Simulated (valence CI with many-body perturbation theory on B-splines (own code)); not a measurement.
# E1 line list for W42+

Level of theory: valence CI with perturbative core correlation (CI+MBPT): four valence electrons over a frozen Dirac-Fock core [Ar] 3d10, a basis of 11 s, 11 p, 10 d, 8 f, 5 g, 2 h functions for each j, with the one-electron correlation potential Σ1 (screened to all orders), the two-electron term Σ2, the three-electron term Σ3, Breit, model QED; selected single and double excitations, second order for the rest, scaled by the run's own slope (own B-spline code, finite nucleus).

No measured spectrum was set against this ion. As an estimate, large intervals hold to a few tenths of a per cent, small ones and those within an open d or f shell to about a per cent. Among the levels kept, up to 380 cm⁻¹ of a level comes from second order outside the variational space, and about a tenth of that is noise between levels of different J, which matters for small intervals.

Lines 151 to 200 of 549 in falling wavelength, among levels below 659.48 eV, chosen from the strongest by gf and those to the six lowest levels. Wavelengths and rates use the calculated energies. Electric multipoles are in the length gauge with retardation, E1 and E2 with the static RPA response of the core. Weak lines are less certain than strong ones. Lines between different terms over intervals too small for the method are left out, as are lines whose strength nearly cancels. Where a level lies close to another of its J and parity, the split of strength between their lines is uncertain. The highest levels of a list are the least certain.

Levels are named by their leading jj configuration (3d3/2^4 stands for four electrons in 3d with j = 3/2), which in mixed levels can hold well under half, so a name can repeat and another be missing. Letters in brackets count levels of one name in rising energy.

```
λ vac (Å)                           Upper                           Lower   A (s⁻¹)  S (a.u.)
    67.15       (4p1/2^2 4p3/2 4d5/2) J=1           (4p1/2^2 4p3/2^2) J=2  8.26e+10  3.70e-02
    67.10  (4s 4p1/2 4p3/2 4f7/2) J=5 [a]  (4s 4p1/2 4p3/2 4d5/2) J=4 [a]  2.12e+11  3.47e-01
    67.07  (4s 4p1/2 4p3/2 4f7/2) J=3 [c]  (4s 4p1/2 4p3/2 4d5/2) J=3 [a]  2.23e+11  2.33e-01
    67.01  (4s 4p1/2 4p3/2 4f5/2) J=2 [a]  (4s 4p1/2 4p3/2 4d3/2) J=2 [b]  5.34e+10  3.96e-02
    66.96  (4s 4p1/2 4p3/2 4f5/2) J=5 [b]  (4s 4p1/2 4p3/2 4d5/2) J=4 [b]  2.74e+11  4.46e-01
    66.95  (4s 4p1/2 4p3/2 4f5/2) J=5 [a]          (4s^2 4p1/2 4f7/2) J=4  7.68e+10  1.25e-01
    66.93  (4s 4p1/2 4d3/2 4d5/2) J=1 [a]  (4s 4p1/2 4p3/2 4d3/2) J=1 [a]  1.71e+11  7.59e-02
    66.84      (4s 4p3/2^2 4d5/2) J=2 [a]                (4s 4p3/2^3) J=2  1.06e+11  7.82e-02
    66.83  (4s 4p1/2 4d3/2 4d5/2) J=1 [a]  (4s 4p1/2 4p3/2 4d3/2) J=0 [a]  1.53e+11  6.77e-02
    66.83      (4s 4p3/2^2 4d5/2) J=4 [c]          (4s^2 4p3/2 4d5/2) J=3  3.20e+11  4.25e-01
    66.79  (4s 4p1/2 4p3/2 4f7/2) J=4 [d]  (4s 4p1/2 4p3/2 4d5/2) J=3 [a]  2.98e+10  3.95e-02
    66.66  (4s 4p1/2 4p3/2 4f5/2) J=3 [e]  (4s 4p1/2 4p3/2 4d5/2) J=2 [b]  7.63e+10  7.81e-02
    66.65  (4s 4p1/2 4p3/2 4d5/2) J=2 [d]      (4s 4p1/2 4p3/2^2) J=2 [c]  7.05e+10  5.15e-02
    66.59      (4s 4p1/2 4p3/2 4f7/2) J=1  (4s 4p1/2 4p3/2 4d5/2) J=1 [a]  1.21e+11  5.31e-02
    66.54          (4s 4p1/2 4d5/2^2) J=2  (4s 4p1/2 4p3/2 4d5/2) J=2 [a]  1.03e+11  7.51e-02
    66.26      (4s^2 4p3/2 4f7/2) J=3 [a]          (4s^2 4p3/2 4d3/2) J=3  9.50e+10  9.55e-02
    66.26  (4s 4p1/2 4p3/2 4f7/2) J=4 [b]          (4s^2 4p1/2 4f7/2) J=3  3.23e+10  4.17e-02
    66.25          (4s 4p1/2^2 4d5/2) J=2          (4s 4p1/2^2 4p3/2) J=2  8.78e+10  6.30e-02
    66.19          (4s 4p1/2 4d5/2^2) J=4  (4s 4p1/2 4p3/2 4d5/2) J=4 [a]  7.90e+10  1.02e-01
    66.14          (4s 4p1/2 4d5/2^2) J=4  (4s 4p1/2 4p3/2 4d3/2) J=3 [b]  5.84e+10  7.51e-02
    66.08      (4s 4p1/2 4p3/2^2) J=2 [b]          (4s^2 4p1/2 4p3/2) J=2  1.95e+10  1.39e-02
    66.08  (4s 4p1/2 4p3/2 4d5/2) J=2 [a]      (4s 4p1/2 4p3/2^2) J=2 [a]  2.44e+11  1.73e-01
    65.81  (4s 4p1/2 4p3/2 4d5/2) J=4 [c]          (4s 4p1/2 4p3/2^2) J=3  5.51e+11  6.98e-01
    65.71  (4s 4p1/2 4p3/2 4d5/2) J=2 [d]      (4s 4p1/2 4p3/2^2) J=1 [a]  1.92e+11  1.34e-01
    65.70  (4s 4p1/2 4p3/2 4f5/2) J=1 [b]  (4s 4p1/2 4p3/2 4d3/2) J=1 [c]  1.93e+11  8.09e-02
    65.60      (4s 4p3/2^2 4d5/2) J=2 [b]                (4s 4p3/2^3) J=2  8.70e+11  6.06e-01
    65.50  (4s 4p1/2 4p3/2 4f5/2) J=4 [c]  (4s 4p1/2 4p3/2 4d5/2) J=4 [b]  5.61e+10  7.00e-02
    65.48      (4s 4p1/2 4d5/2^2) J=1 [a]  (4s 4p1/2 4p3/2 4d5/2) J=2 [b]  2.57e+11  1.07e-01
    65.43      (4s^2 4p3/2 4f7/2) J=3 [a]          (4s^2 4p3/2 4d3/2) J=2  1.46e+11  1.41e-01
    65.30  (4s 4p1/2 4d3/2 4d5/2) J=3 [b]  (4s 4p1/2 4p3/2 4d3/2) J=3 [a]  6.61e+10  6.36e-02
    65.30  (4s 4p1/2 4p3/2 4d5/2) J=3 [a]          (4s^2 4p1/2 4d5/2) J=3  1.40e+11  1.35e-01
    65.30  (4s 4p1/2 4d3/2 4d5/2) J=2 [b]  (4s 4p1/2 4p3/2 4d3/2) J=3 [a]  1.07e+11  7.35e-02
    65.28  (4s 4p1/2 4p3/2 4f7/2) J=4 [e]  (4s 4p1/2 4p3/2 4d5/2) J=3 [a]  6.85e+10  8.46e-02
    65.15      (4s 4p3/2^2 4d5/2) J=2 [c]                (4s 4p3/2^3) J=1  1.10e+12  7.50e-01
    65.11  (4s 4p1/2 4p3/2 4f5/2) J=4 [c]  (4s 4p1/2 4p3/2 4d5/2) J=3 [b]  1.00e+11  1.23e-01
    65.10  (4s 4p1/2 4p3/2 4f5/2) J=4 [b]          (4s^2 4p1/2 4f7/2) J=3  7.19e+10  8.81e-02
    65.09  (4s 4p1/2 4p3/2 4f5/2) J=4 [a]          (4s^2 4p1/2 4f5/2) J=3  4.87e+10  5.97e-02
    65.07          (4s^2 4p3/2 4d5/2) J=3              (4s^2 4p3/2^2) J=2  7.59e+11  7.22e-01
    65.07      (4s 4p3/2^2 4d5/2) J=4 [b]          (4s^2 4p3/2 4d5/2) J=4  1.05e+11  1.28e-01
    65.06  (4s 4p1/2 4p3/2 4f5/2) J=2 [b]  (4s 4p1/2 4p3/2 4d3/2) J=2 [d]  1.56e+11  1.06e-01
    65.03  (4s 4p1/2 4p3/2 4f7/2) J=5 [b]  (4s 4p1/2 4p3/2 4d5/2) J=4 [a]  8.83e+10  1.32e-01
    65.02      (4s 4p3/2^2 4d3/2) J=2 [b]          (4s^2 4p3/2 4d3/2) J=1  2.22e+11  1.50e-01
    64.99          (4s 4p1/2 4d5/2^2) J=3  (4s 4p1/2 4p3/2 4d5/2) J=2 [a]  7.78e+10  7.38e-02
    64.99  (4s 4p1/2 4p3/2 4f5/2) J=3 [b]  (4s 4p1/2 4p3/2 4d3/2) J=2 [c]  4.90e+10  4.65e-02
    64.95      (4s 4p3/2^2 4d3/2) J=1 [b]          (4s^2 4p3/2 4d3/2) J=0  2.74e+11  1.11e-01
    64.94              (4s^2 4d5/2^2) J=0          (4s^2 4p3/2 4d5/2) J=1  1.02e+12  1.38e-01
    64.89  (4s 4p1/2 4p3/2 4f7/2) J=2 [d]  (4s 4p1/2 4p3/2 4d3/2) J=1 [d]  6.62e+10  4.46e-02
    64.82  (4s 4p1/2 4p3/2 4f5/2) J=2 [b]  (4s 4p1/2 4p3/2 4d3/2) J=1 [b]  8.33e+10  5.60e-02
    64.79  (4s 4p1/2 4d3/2 4d5/2) J=3 [d]  (4s 4p1/2 4p3/2 4d3/2) J=2 [b]  5.74e+10  5.39e-02
    64.78      (4s 4p1/2 4p3/2 4f5/2) J=0  (4s 4p1/2 4p3/2 4d3/2) J=1 [b]  3.23e+11  4.33e-02
```
